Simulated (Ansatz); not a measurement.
Reaction (ligand exchange at the Si–O bond): `C[O][Ga]([SH])[O][SiH3]` + `[OH][Al]([OH])[O][SiH3]` → `[OH][Al]([O][SiH3])[O][SiH3]` + `C[O][Ga]([OH])[SH]`

Computed with Ansatz on PBE0-D4/def2-TZVP structures; ΔE is electronic, products minus reactants. CCSD(T)/CBS adds triple-zeta CCSD(T) − MP2 to the extrapolated MP2 energy (def2 sets, frozen cores). This one scheme is used for every species. Functionals use def2-TZVPP. B3LYP here is the variant with VWN-RPA as its local correlation; programs differ in this. For Ga outer-core shells are correlated without core-valence functions, which leaves a few kJ/mol of doubt a bond. Scalar relativity is left out up to krypton. Each species was taken in one conformer, which may not be the lowest.

(1) Is it downhill or uphill in electronic energy at CCSD(T)/CBS, and by how much? (An estimate is asked.)

(2) What do these levels give: B3LYP-D4, ωB97X-V, r2SCAN, B3LYP, HF/def2-TZVPP, MP2/CBS(def2)? (Best estimate.)

Largest T1 diagnostic among the species: 0.014.

Results:

(1) Computed: Downhill: ΔE = -8.2 kJ/mol.

(2) Computed: B3LYP-D4 -7.9, ωB97X-V -8.2, r2SCAN -10.1, B3LYP -11.8, HF/def2-TZVPP -10.9, MP2/CBS(def2) -8.3 kJ/mol.

In def2-TZVPP, CCSD(T) changes the Hartree–Fock value by +3.4 kJ/mol (the triples alone add +0.7 kJ/mol) and MP2 by +3.3 kJ/mol. The D4 term adds +3.9 kJ/mol with B3LYP and +2.2 kJ/mol with PBE0; it sums over pairs of atoms, weighted by their polarisabilities, and B3LYP, whose exchange is more repulsive, gets the larger term.
